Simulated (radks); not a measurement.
Species: Ru XI. Configuration: [Ar] 3d9 4s2 4p5 (not the ground configuration). All-electron calculation, scalar-relativistic Kohn-Sham, LDA (Slater exchange, Perdew-Wang correlation), spin-polarised, spherical densities, finite nucleus; open shells are filled with parallel spins first (spin-orbit coupling, left out, can overturn this in heavy ions); Fermi nuclear charge, rms radius 4.4809 fm. Program: a radial shooting solver on a logarithmic mesh with Libxc functionals.

Unscreened Slater integrals over Kohn-Sham orbitals (cm^-1). They are taken over the spin-up orbitals.

F0(4p,4p): 201910
F2(4p,4p): 107030
F0(4p,4s): 207190
G1(4p,4s): 141790
F0(4p,3d): 258390
F2(4p,3d): 66512
G1(4p,3d): 21882
G3(4p,3d): 21476
F0(4s,4s): 213030
F0(4s,3d): 269410
G2(4s,3d): 23726
F0(3d,3d): 532840
F2(3d,3d): 265120
F4(3d,3d): 169050

Derived for the open shells (J is the average intra-shell exchange parameter used in DFT+U). 3d: Racah B = F2/49 - 5 F4/441 = 3494 cm^-1, C = 35 F4/441 = 13420 cm^-1, C/B = 3.84, F4/F2 = 0.638, J = (F2 + F4)/14 = 31010 cm^-1. 4p: J = F2/5 = 21410 cm^-1.
